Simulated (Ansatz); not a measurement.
C2H6InO (`C[O][In][CH3]`) radical. Charge 0, multiplicity 2. In: def2 effective core potential.

Z-matrix (Å, degrees):
```
C
O 1 1.394
H 1 1.099 2 113.2
H 1 1.098 2 109.2 3 -119.2
H 1 1.099 2 112.4 3 121.9
In 2 2.012 1 129.8 3 -47.1
C 6 2.206 2 108.7 1 -178.0
H 7 1.090 6 108.4 2 105.8
H 7 1.090 6 105.8 2 -13.2
H 7 1.089 6 109.8 2 -133.6
```

**Question.** List the harmonic frequencies (cm⁻¹, unscaled) at PBE0-D4/def2-TZVP in Ansatz. (Estimate.)

**Answer.** Ansatz gave: 11i, 39, 83, 95, 197, 422, 476, 636, 669, 1098, 1135, 1173, 1182, 1430, 1438, 1471, 1488, 1492, 2972, 3021, 3042, 3064, 3175, 3185.
